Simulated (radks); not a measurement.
Question: Species: Fe V. Configuration: [Ar] 3d4. Method: Dirac Kohn-Sham, PBE, spin-unpolarised, spherical densities, finite nucleus; open shells fill j = l - 1/2 first; Fermi nuclear charge, rms radius 3.7377 fm; computed with a radial shooting solver on a logarithmic mesh with Libxc functionals.

Spin-orbit splittings of the eigenvalues, e(l+1/2) - e(l-1/2), with zeta = 2 splitting/(2l+1) and mean radii in bohr:

| shell | occ. | splitting (eV) | zeta (eV) | <r> j=l-1/2 | <r> j=l+1/2 |
|---|---|---|---|---|---|
| 2p | 6 | ? | ? | 0.2334 | 0.2365 |
| 3p | 6 | 1.639 | 1.092 | 0.8240 | 0.8321 |
| 3d | 4 | 0.1989 | 0.07958 | 0.9199 | 0.9227 |

Estimate the 2p splitting.

Answer: 12.47 eV (zeta = 8.316 eV).
